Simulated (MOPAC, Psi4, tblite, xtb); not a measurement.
Dimer CHN ··· H4Ge (SMILES C#N and [GeH4]) at R = 4.01 Å between the centres of mass, closest contact 2.68 Å (a higher rigid-body minimum at GFN2-xTB). Geometry in Å and degrees:

```
Ge
H 1 1.5359
H 1 1.5359 2 109.47
H 1 1.5359 2 109.47 3 -120.00
H 1 1.5359 2 109.47 3 120.00
H 3 2.6751 1 81.53 2 -61.16
C 6 1.0667 3 151.83 1 37.97
N 7 1.1462 2 117.45 1 149.03
```

GFN2-xTB (tblite); SAPT0/jun-cc-pVDZ, frozen core (Psi4); PBE0/def2-TZVP, counterpoise-corrected (Psi4); PBE0-D3(BJ)/def2-TZVP, counterpoise-corrected (Psi4); PBE/def2-TZVP, counterpoise-corrected (Psi4); PBE-D3(BJ)/def2-TZVP, counterpoise-corrected (Psi4); HF/aug-cc-pVDZ, counterpoise-corrected (Psi4); MP2/aug-cc-pVDZ = DF-MP2/aug-cc-pVDZ, frozen core, counterpoise-corrected (Psi4); SCS-MP2/aug-cc-pVDZ = DF-SCS-MP2/aug-cc-pVDZ, frozen core, counterpoise-corrected (Psi4); AM1, restricted, heats of formation (MOPAC); PM7, restricted, heats of formation (MOPAC); GFN1-xTB (xtb).

Task: What interaction energy does each level give?

Result: 
```json
[
 {"method": "GFN1-xTB", "E_int / kcal/mol": "-3.49"},
 {"method": "GFN2-xTB", "E_int / kcal/mol": "-2.13"},
 {"method": "PM7", "E_int / kcal/mol": "-0.53"},
 {"method": "PBE-D3(BJ)/def2-TZVP", "E_int / kcal/mol": "-0.21"},
 {"method": "PBE0-D3(BJ)/def2-TZVP", "E_int / kcal/mol": "-0.04"},
 {"method": "AM1", "E_int / kcal/mol": "0.06"},
 {"method": "MP2/aug-cc-pVDZ", "E_int / kcal/mol": "0.57"},
 {"method": "PBE/def2-TZVP", "E_int / kcal/mol": "0.75"},
 {"method": "PBE0/def2-TZVP", "E_int / kcal/mol": "0.89"},
 {"method": "SCS-MP2/aug-cc-pVDZ", "E_int / kcal/mol": "0.97"},
 {"method": "SAPT0/jun-cc-pVDZ", "E_int / kcal/mol": "1.09"},
 {"method": "HF/aug-cc-pVDZ", "E_int / kcal/mol": "2.28"}
]
```
